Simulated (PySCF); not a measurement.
**Working out the ionisation energy of Ir²⁺**

Ir²⁺ [Xe] 4f14 5d7 (4F) → Ir³⁺ [Xe] 4f14 5d6 (5D). Calculation: PySCF 2.14, in def2-QZVPPD with the def2 core potential (60 electrons) (7s5p4d4f2g, 88 functions); scalar relativity through the core potential. Frozen: 5s2 5p6. Energies in hartree (1 hartree = 27.21139 eV):

```
            part  Ir²⁺ (lower)  Ir³⁺ (upper)
             UHF   -102.587933   -101.577219
CCSD correlation     -0.152672     -0.105835
             (T)     -0.004553     -0.002098
```

What does Hartree-Fock give?

(-101.577219) − (-102.587933) = 1.010714 hartree = 27.503 eV.

What do CCSD and CCSD(T) give?

The CCSD correlation energies differ by 0.046837 hartree = 1.274 eV and the triples by 0.002455 hartree = 0.067 eV, so CCSD gives 28.777 eV and CCSD(T) 28.844 eV.

Reference: 28 ± 1.6 eV (theoretical estimate listed by NIST; NIST Atomic Spectra Database, ionization energies), between the lowest levels; spin-orbit coupling is absent from the calculation.

What remains against the reference includes basis incompleteness, the frozen core and higher excitations.
